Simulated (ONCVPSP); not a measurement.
# Configuration tests for Ge (Z = 32) (ONCV)

```
Element                 : Ge (Z = 32)
Generator               : ONCVPSP 4.0.1
Type                    : optimised norm-conserving Vanderbilt (ONCV)
Functional              : LDA (Perdew-Zunger)
Relativity              : scalar-relativistic
Frozen core             : [Ne]
Valence charge          : 22
Reference configuration : 3s2 3p6 3d10 4s2 (charge +2)
Partial waves           : 3s+4s: rc 1.20 bohr, ncon 4, nbas 7, qcut 10.7 1/bohr, 2 projectors; 3p: rc 0.85 bohr, ncon 4, nbas 9, qcut 19.6 1/bohr, 2 projectors, debl 2.5 Ha; 3d: rc 1.00 bohr, ncon 5, nbas 9, qcut 14.4 1/bohr, 3 projectors, debl 1.3 Ha
Local potential         : polynomial inside 0.65 bohr (lpopt 5, dvloc0 0 Ha)
Core correction         : Teter function, fcfact 3.25, rcfact 1.6
```

In the p channel the program set the typed energies aside and used -4.978, 0.250 Ha. In the d channel the program set the typed energies aside and used -1.821, 0.250, 1.550 Ha.

Energies are relative to the spin-unpolarised reference configuration 3s2 3p6 3d10 4s2; without spin polarisation the order of configurations can differ from experiment.

| valence configuration | charge | ΔE all-electron (eV) | error AE − PS (meV) |
| --- | --- | --- | --- |
| 3s2 3p6 3d10 4s2 4p1 | +1 | -15.716 | +1.7 |
| 3s2 3p6 3d10 4s1 | +3 | 35.218 | -4.4 |

Question: What are ΔE and the potential's error for 3s2 3p6 3d10 4s2 4p2?

Answer: ΔE = -23.352 eV all-electron; the error (AE − PS) is +2.5 meV.

Question: What are ΔE and the potential's error for 3s2 3p6 3d10 4s0 4p4?

Answer: ΔE = -6.992 eV all-electron; the error (AE − PS) is -2.3 meV.

Levels in the configuration 3s2 3p6 3d10 4s0 4p4:

| level | all-electron (eV) | pseudo (eV) |
| --- | --- | --- |
| 3s | -171.151 | -171.207 |
| 3p | -118.785 | -118.807 |
| 3d | -32.866 | -32.877 |
| 4p | -5.338 | -5.338 |
